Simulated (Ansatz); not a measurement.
Ansatz (a first-principles code) job for Si(Br)(OH)2(OMe) (CH5BrO3Si), SMILES CO[Si](O)(O)Br, PBE0-D3(BJ)/def2-SVP. 

Ansatz 0.2 input:
```yaml
crystal:
  periodic: [false, false, false]
  atoms:
    - {symbol: C, position_ang: [2.45382890, -0.87455611, 0.16704559]}
    - {symbol: O, position_ang: [1.19519996, -1.37357686, -0.25884968]}
    - {symbol: Si, position_ang: [-0.26645466, -0.74598349, 0.17975890]}
    - {symbol: O, position_ang: [-0.46640414, -0.94183159, 1.81123428]}
    - {symbol: O, position_ang: [-1.48217611, -1.53031868, -0.62411822]}
    - {symbol: Br, position_ang: [-0.30253516, 1.44539190, -0.35372676]}
    - {symbol: H, position_ang: [2.58361063, -0.98207950, 1.26604122]}
    - {symbol: H, position_ang: [3.24747683, -1.45850685, -0.34032031]}
    - {symbol: H, position_ang: [2.58055527, 0.19871846, -0.09894524]}
    - {symbol: H, position_ang: [-1.26414149, -0.53298271, 2.18946599]}
    - {symbol: H, position_ang: [-1.52433674, -1.35694366, -1.58083394]}
basis:
  gaussian:
    orbitals: def2-SVP
hamiltonian:
  xc: pbe0
  dispersion: d3bj
relax: {f_tol: 0.002, max_steps: 200}
```

Output:

```
WARN ansatz: RAYON_NUM_THREADS=1 ignored (pool sized by the plan → 1); use --threads N
Functional definition: PBE0
integrals: 0.10 GiB planned
1354 factors; integrals over basis functions are off by at most 4.0e-4 eV
mean field: 0.79 GiB planned
mean field evaluation 1: about -85143.3566 eV, gradient 7.2e1 eV
mean field evaluation 2: about -85131.8839 eV, gradient 1.1e2 eV
mean field evaluation 4: about -85152.6109 eV, gradient 3.1e0 eV
mean field evaluation 8: about -85152.6436 eV, gradient 7.1e-2 eV
mean field -85152.64362512 eV, -3129.3019346883 hartree, gradient 3.3e-5 eV, S^2 0.000000; 0 other end points of the search recorded, 0 dependent functions left out
the calculation of the forces begins
reference -85152.64365204 eV, -3129.3019356775 hartree; 42, 42 occupied and 89, 89 virtual orbitals, 1354 factors
relax step   1: F+E_penalty+E_count = -85152.87956195 eV  Δ(F+E_penalty+E_count) = +0.000e0 eV  max|allowed force component| = 5.278e-1 eV/Å  Δτ_max = 0.0000 Å  (25 SCF iters, accepted)
these checks for a lower state are left out or cut short: starts, cluster_reference, orbital_swaps, neighbouring_geometries, increment
integrals: 0.10 GiB planned
1354 factors; integrals over basis functions are off by at most 4.0e-4 eV
mean field: 0.79 GiB planned
mean field evaluation 16: about -85152.6492 eV, gradient 1.8e0 eV
mean field -85152.66948574 eV, -3129.3028850486 hartree, gradient 7.4e-5 eV, S^2 0.000000; 0 other end points of the search recorded, 0 dependent functions left out
the calculation of the forces begins
reference -85152.66951259 eV, -3129.3028860354 hartree; 42, 42 occupied and 89, 89 virtual orbitals, 1354 factors
relax step   2: F+E_penalty+E_count = -85152.90702950 eV  Δ(F+E_penalty+E_count) = -2.747e-2 eV  max|allowed force component| = 3.404e-1 eV/Å  Δτ_max = 0.0266 Å  (26 SCF iters, accepted)
these checks for a lower state are left out or cut short: starts, cluster_reference, orbital_swaps, neighbouring_geometries, increment
integrals: 0.10 GiB planned
1354 factors; integrals over basis functions are off by at most 3.9e-4 eV
mean field: 0.79 GiB planned
mean field -85152.67502192 eV, -3129.3030884993 hartree, gradient 7.2e-5 eV, S^2 0.000000; 0 other end points of the search recorded, 0 dependent functions left out
the calculation of the forces begins
reference -85152.67504881 eV, -3129.3030894875 hartree; 42, 42 occupied and 89, 89 virtual orbitals, 1354 factors
relax step   3: F+E_penalty+E_count = -85152.91309689 eV  Δ(F+E_penalty+E_count) = -6.067e-3 eV  max|allowed force component| = 1.144e-1 eV/Å  Δτ_max = 0.0114 Å  (27 SCF iters, accepted)
these checks for a lower state are left out or cut short: starts, cluster_reference, orbital_swaps, neighbouring_geometries, increment
integrals: 0.10 GiB planned
1354 factors; integrals over basis functions are off by at most 3.9e-4 eV
mean field: 0.79 GiB planned
mean field -85152.67650449 eV, -3129.3031429829 hartree, gradient 7.3e-5 eV, S^2 0.000000; 0 other end points of the search recorded, 0 dependent functions left out
the calculation of the forces begins
reference -85152.67653150 eV, -3129.3031439754 hartree; 42, 42 occupied and 89, 89 virtual orbitals, 1354 factors
relax step   4: F+E_penalty+E_count = -85152.91417664 eV  Δ(F+E_penalty+E_count) = -1.080e-3 eV  max|allowed force component| = 6.196e-2 eV/Å  Δτ_max = 0.0204 Å  (26 SCF iters, accepted)
these checks for a lower state are left out or cut short: starts, cluster_reference, orbital_swaps, neighbouring_geometries, increment
integrals: 0.10 GiB planned
1354 factors; integrals over basis functions are off by at most 3.9e-4 eV
mean field: 0.79 GiB planned
mean field evaluation 32: about -85152.6635 eV, gradient 2.8e-3 eV
mean field -85152.67759781 eV, -3129.3031831615 hartree, gradient 7.4e-5 eV, S^2 0.000000; 0 other end points of the search recorded, 0 dependent functions left out
the calculation of the forces begins
reference -85152.67762490 eV, -3129.3031841573 hartree; 42, 42 occupied and 89, 89 virtual orbitals, 1354 factors
relax step   5: F+E_penalty+E_count = -85152.91487658 eV  Δ(F+E_penalty+E_count) = -6.999e-4 eV  max|allowed force component| = 2.180e-2 eV/Å  Δτ_max = 0.0119 Å  (26 SCF iters, accepted)
these checks for a lower state are left out or cut short: starts, cluster_reference, orbital_swaps, neighbouring_geometries, increment
integrals: 0.10 GiB planned
1354 factors; integrals over basis functions are off by at most 3.9e-4 eV
mean field: 0.79 GiB planned
mean field -85152.67786423 eV, -3129.3031929524 hartree, gradient 7.4e-5 eV, S^2 0.000000; 0 other end points of the search recorded, 0 dependent functions left out
the calculation of the forces begins
reference -85152.67789133 eV, -3129.3031939482 hartree; 42, 42 occupied and 89, 89 virtual orbitals, 1354 factors
relax step   6: F+E_penalty+E_count = -85152.91519528 eV  Δ(F+E_penalty+E_count) = -3.187e-4 eV  max|allowed force component| = 2.270e-2 eV/Å  Δτ_max = 0.0233 Å  (26 SCF iters, accepted)
these checks for a lower state are left out or cut short: starts, cluster_reference, orbital_swaps, neighbouring_geometries, increment
integrals: 0.10 GiB planned
1354 factors; integrals over basis functions are off by at most 3.9e-4 eV
mean field: 0.79 GiB planned
mean field -85152.67811762 eV, -3129.3032022643 hartree, gradient 7.5e-5 eV, S^2 0.000000; 0 other end points of the search recorded, 0 dependent functions left out
the calculation of the forces begins
reference -85152.67814472 eV, -3129.3032032603 hartree; 42, 42 occupied and 89, 89 virtual orbitals, 1354 factors
relax step   7: F+E_penalty+E_count = -85152.91527836 eV  Δ(F+E_penalty+E_count) = -8.308e-5 eV  max|allowed force component| = 1.057e-2 eV/Å  Δτ_max = 0.0185 Å  (26 SCF iters, accepted)
these checks for a lower state are left out or cut short: starts, cluster_reference, orbital_swaps, neighbouring_geometries, increment
integrals: 0.10 GiB planned
1354 factors; integrals over basis functions are off by at most 3.9e-4 eV
mean field: 0.79 GiB planned
mean field -85152.67809372 eV, -3129.3032013858 hartree, gradient 9.4e-6 eV, S^2 0.000000; 0 other end points of the search recorded, 0 dependent functions left out
the calculation of the forces begins
reference -85152.67812081 eV, -3129.3032023815 hartree; 42, 42 occupied and 89, 89 virtual orbitals, 1354 factors
relax step   8: F+E_penalty+E_count = -85152.91528118 eV  Δ(F+E_penalty+E_count) = -2.818e-6 eV  max|allowed force component| = 7.639e-3 eV/Å  Δτ_max = 0.0052 Å  (23 SCF iters, accepted)
these checks for a lower state are left out or cut short: starts, cluster_reference, orbital_swaps, neighbouring_geometries, increment
integrals: 0.10 GiB planned
1354 factors; integrals over basis functions are off by at most 3.9e-4 eV
mean field: 0.79 GiB planned
mean field -85152.67813174 eV, -3129.3032027833 hartree, gradient 1.2e-5 eV, S^2 0.000000; 0 other end points of the search recorded, 0 dependent functions left out
the calculation of the forces begins
reference -85152.67815884 eV, -3129.3032037790 hartree; 42, 42 occupied and 89, 89 virtual orbitals, 1354 factors
relax step   9: F+E_penalty+E_count = -85152.91529606 eV  Δ(F+E_penalty+E_count) = -1.488e-5 eV  max|allowed force component| = 1.572e-3 eV/Å  Δτ_max = 0.0032 Å  (22 SCF iters, accepted)
these checks for a lower state are left out or cut short: starts, cluster_reference, orbital_swaps, neighbouring_geometries, increment
integrals: 0.10 GiB planned
1354 factors; integrals over basis functions are off by at most 3.9e-4 eV
mean field: 0.79 GiB planned
mean field -85152.67815616 eV, -3129.3032036807 hartree, gradient 2.4e-5 eV, S^2 0.000000; 0 other end points of the search recorded, 0 dependent functions left out
the calculation of the forces begins
reference -85152.67818326 eV, -3129.3032046765 hartree; 42, 42 occupied and 89, 89 virtual orbitals, 1354 factors
relax step  10: F+E_penalty+E_count = -85152.91530195 eV  Δ(F+E_penalty+E_count) = -5.892e-6 eV  max|allowed force component| = 4.249e-3 eV/Å  Δτ_max = 0.0046 Å  (22 SCF iters, accepted)
these checks for a lower state are left out or cut short: starts, cluster_reference, orbital_swaps, neighbouring_geometries, increment
integrals: 0.10 GiB planned
1354 factors; integrals over basis functions are off by at most 3.9e-4 eV
mean field: 0.79 GiB planned
mean field evaluation 64: about -85152.6632 eV, gradient 2.9e-1 eV
mean field -85152.67818205 eV, -3129.3032046320 hartree, gradient 6.5e-6 eV, S^2 0.000000; 0 other end points of the search recorded, 0 dependent functions left out
the calculation of the forces begins
reference -85152.67820915 eV, -3129.3032056278 hartree; 42, 42 occupied and 89, 89 virtual orbitals, 1354 factors
relax step  11: F+E_penalty+E_count = -85152.91530661 eV  Δ(F+E_penalty+E_count) = -4.660e-6 eV  max|allowed force component| = 4.594e-3 eV/Å  Δτ_max = 0.0046 Å  (23 SCF iters, accepted)
these checks for a lower state are left out or cut short: starts, cluster_reference, orbital_swaps, neighbouring_geometries, increment
integrals: 0.10 GiB planned
1354 factors; integrals over basis functions are off by at most 3.9e-4 eV
mean field: 0.79 GiB planned
mean field -85152.67818427 eV, -3129.3032047137 hartree, gradient 4.4e-5 eV, S^2 0.000000; 0 other end points of the search recorded, 0 dependent functions left out
the calculation of the forces begins
reference -85152.67821137 eV, -3129.3032057095 hartree; 42, 42 occupied and 89, 89 virtual orbitals, 1354 factors
relax step  12: F+E_penalty+E_count = -85152.91530876 eV  Δ(F+E_penalty+E_count) = -2.152e-6 eV  max|allowed force component| = 2.469e-3 eV/Å  Δτ_max = 0.0019 Å  (19 SCF iters, accepted)
these checks for a lower state are left out or cut short: starts, cluster_reference, orbital_swaps, neighbouring_geometries, increment
integrals: 0.10 GiB planned
1354 factors; integrals over basis functions are off by at most 3.9e-4 eV
mean field: 0.79 GiB planned
mean field -85152.67818446 eV, -3129.3032047205 hartree, gradient 2.1e-5 eV, S^2 0.000000; 0 other end points of the search recorded, 0 dependent functions left out
the calculation of the forces begins
reference -85152.67821155 eV, -3129.3032057162 hartree; 42, 42 occupied and 89, 89 virtual orbitals, 1354 factors
relax step  13: F+E_penalty+E_count = -85152.91530933 eV  Δ(F+E_penalty+E_count) = -5.652e-7 eV  max|allowed force component| = 1.231e-3 eV/Å  Δτ_max = 0.0010 Å  (19 SCF iters, accepted)
integrals: 0.10 GiB planned
1354 factors; integrals over basis functions are off by at most 3.9e-4 eV
mean field: 0.79 GiB planned
mean field -85152.67818446 eV, -3129.3032047205 hartree, gradient 2.1e-5 eV, S^2 0.000000; 1 other end points of the search recorded, 0 dependent functions left out
the calculation of the forces begins
reference -85152.67821155 eV, -3129.3032057162 hartree; 42, 42 occupied and 89, 89 virtual orbitals, 1354 factors
Total energy: -85152.91533642 eV, -3129.3119198944 hartree
Atom 0 at     2.446352    -0.874642     0.163774 Å, force     0.000143    -0.000008     0.000100 eV/Å
Atom 1 at     1.187860    -1.342060    -0.250220 Å, force    -0.000084    -0.000321    -0.000303 eV/Å
Atom 2 at    -0.262642    -0.733303     0.182917 Å, force     0.000352     0.000241     0.000898 eV/Å
Atom 3 at    -0.468537    -0.916690     1.796843 Å, force    -0.001231     0.000572    -0.000133 eV/Å
Atom 4 at    -1.465812    -1.503631    -0.616733 Å, force     0.000383     0.000013    -0.000585 eV/Å
Atom 5 at    -0.299148     1.438386    -0.343629 Å, force    -0.000056     0.000028    -0.000039 eV/Å
Atom 6 at     2.579088    -0.989415     1.252472 Å, force     0.000020    -0.000062    -0.000041 eV/Å
Atom 7 at     3.220485    -1.465032    -0.347006 Å, force    -0.000121     0.000075     0.000028 eV/Å
Atom 8 at     2.588140     0.188590    -0.096944 Å, force    -0.000098     0.000029    -0.000064 eV/Å
Atom 9 at    -1.271916    -0.560388     2.186959 Å, force     0.000926    -0.000450    -0.000204 eV/Å
Atom 10 at    -1.499247    -1.394482    -1.571681 Å, force    -0.000233    -0.000118     0.000343 eV/Å
Dipole moment:     0.003775     0.054911    -0.039752 e Å
```

Self-consistency was reached.
